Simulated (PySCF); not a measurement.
**Gas-phase thermal properties of In(CH3)3.NH3**

Method: PySCF energies plus ideal-gas RRHO corrections (1 bar). All species are closed-shell singlets. In: scalar-relativistic def2 core potential, no spin-orbit coupling. Adducts (In(CH3)3.NH3) have no counterpoise correction, and HF, PBE, BLYP, B3LYP and PBE0 lack dispersion. In(CH3)3.NH3: computed as isolated molecules; such fragments, hydroxides, amides, oligomers or adducts are transient or little studied in the gas. The harmonic model lacks anharmonicity and excited electronic states, which grow with temperature; levels with a mode under 35 cm⁻¹ are left out. Soft modes under 120 cm⁻¹ make the harmonic entropy rough for In(CH3)3.NH3.

```
level           point group  σ  ZPE (kJ/mol)  S°298 (J/mol/K)  Cp298 (J/mol/K)  S°1000 (J/mol/K)  H1000 − H298 (kJ/mol)
--------------  -----------  -  ------------  ---------------  ---------------  ----------------  ---------------------
PBE0/def2-TZVP          C3v  3         375.5            457.5            170.5             736.5                  170.6
```
σ: rotational symmetry number. Electronic degeneracy used: 1. Frequencies are unscaled.
